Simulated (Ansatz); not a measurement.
Ansatz (a quantum-chemistry and plane-wave program) input (CCSD(T)/aug-cc-pV(D+d)Z):
A basis named .json is the Basis Set Exchange file of that set.

Ansatz 0.2 input:
```yaml
crystal:
  periodic: [false, false, false]
  atoms:
    - {symbol: Si, position_ang: [-0.03384011, 0.01282815, -0.34972143]}
    - {symbol: C, position_ang: [1.48176743, -0.96613456, -0.01309480]}
    - {symbol: C, position_ang: [-1.49387982, -0.59814401, 0.62898622]}
    - {symbol: F, position_ang: [0.26226463, 1.54946782, 0.04035702]}
    - {symbol: H, position_ang: [-0.35147091, 0.01759264, -1.79925697]}
    - {symbol: H, position_ang: [2.47853984, -0.54303757, -0.07307541]}
    - {symbol: H, position_ang: [1.45478292, -2.02425115, 0.22436826]}
    - {symbol: H, position_ang: [-2.38097876, 0.00246722, 0.41961950]}
    - {symbol: H, position_ang: [-1.71875163, -1.63451453, 0.36427467]}
    - {symbol: H, position_ang: [-1.29606723, -0.55738963, 1.70160837]}
basis:
  gaussian:
    orbitals: aug-cc-pV_D+d_Z.json
magnetization: {spin_polarized: true, initial_magnetization: 1}
correlation: {method: ccsd_t, electrons: outside_noble_gas}
output: {forces: true}
```

Output:

```
Functional definition: HF
integrals: 0.78 GiB planned
1535 factors; integrals over basis functions are off by at most 1.1e-3 eV
mean field: 0.81 GiB planned
mean field evaluation 1: about -12722.2380 eV, gradient 2.7e1 eV
mean field evaluation 2: about -12722.2388 eV, gradient 2.7e1 eV
mean field evaluation 4: about -12725.8614 eV, gradient 2.9e0 eV
mean field evaluation 8: about -12725.9348 eV, gradient 1.6e-1 eV
mean field evaluation 16: about -12725.9225 eV, gradient 1.0e0 eV
mean field evaluation 32: about -12720.8591 eV, gradient 4.5e-1 eV
mean field -12725.93544255 eV, -467.6695015649 hartree, gradient 2.2e-6 eV, S^2 0.760262; 0 other end points of the search recorded, 0 dependent functions left out
8 core orbitals not correlated
reference -12725.93544255 eV, -467.6695015649 hartree; 13, 12 occupied and 134, 135 virtual orbitals, 1535 factors
densities: 6.03 GiB planned
second order -15.73091887 eV of doubles, -0.00000000 eV of singles
coupled cluster: 3.29 GiB planned
cycle   1  -16.56057885 eV  change   -8.3e-1 eV  update   9.2e-2
cycle   2  -16.96109216 eV  change   -4.0e-1 eV  update   2.8e-2
cycle   3  -17.07004668 eV  change   -1.1e-1 eV  update   1.5e-2
cycle   4  -17.07082020 eV  change   -7.7e-4 eV  update   4.1e-3
cycle   5  -17.06920653 eV  change    1.6e-3 eV  update   1.9e-3
cycle   6  -17.06958689 eV  change   -3.8e-4 eV  update   8.5e-4
cycle   7  -17.06976210 eV  change   -1.8e-4 eV  update   3.4e-4
cycle   8  -17.06978044 eV  change   -1.8e-5 eV  update   1.5e-4
cycle   9  -17.06979676 eV  change   -1.6e-5 eV  update   6.4e-5
cycle  10  -17.06977897 eV  change    1.8e-5 eV  update   2.7e-5
cycle  11  -17.06977156 eV  change    7.4e-6 eV  update   1.2e-5
cycle  12  -17.06977533 eV  change   -3.8e-6 eV  update   4.6e-6
cycle  13  -17.06977752 eV  change   -2.2e-6 eV  update   1.9e-6
perturbative correction -0.46344095 eV, -0.0170311408 hartree
the calculation of the forces begins
Total energy: -12743.46866102 eV, -468.3138354591 hartree
Atom 0 at    -0.033840     0.012828    -0.349721 Å, force    -0.307613    -0.578602    -0.355426 eV/Å
Atom 1 at     1.481767    -0.966135    -0.013095 Å, force    -0.098299     0.086460     0.022238 eV/Å
Atom 2 at    -1.493880    -0.598144     0.628986 Å, force     0.206553     0.101394    -0.147615 eV/Å
Atom 3 at     0.262265     1.549468     0.040357 Å, force     0.175649     0.873720     0.238770 eV/Å
Atom 4 at    -0.351471     0.017593    -1.799257 Å, force    -0.030792     0.004859    -0.112216 eV/Å
Atom 5 at     2.478540    -0.543038    -0.073075 Å, force     0.480595     0.209744    -0.041063 eV/Å
Atom 6 at     1.454783    -2.024251     0.224368 Å, force    -0.019443    -0.516746     0.114716 eV/Å
Atom 7 at    -2.380979     0.002467     0.419619 Å, force    -0.394480     0.264253    -0.090722 eV/Å
Atom 8 at    -1.718752    -1.634515     0.364275 Å, force    -0.103368    -0.461761    -0.109699 eV/Å
Atom 9 at    -1.296067    -0.557390     1.701608 Å, force     0.091197     0.016678     0.481018 eV/Å
Dipole moment:    -0.047678    -0.379466     0.043105 e Å
```

It need not be the lowest isomer of its formula.
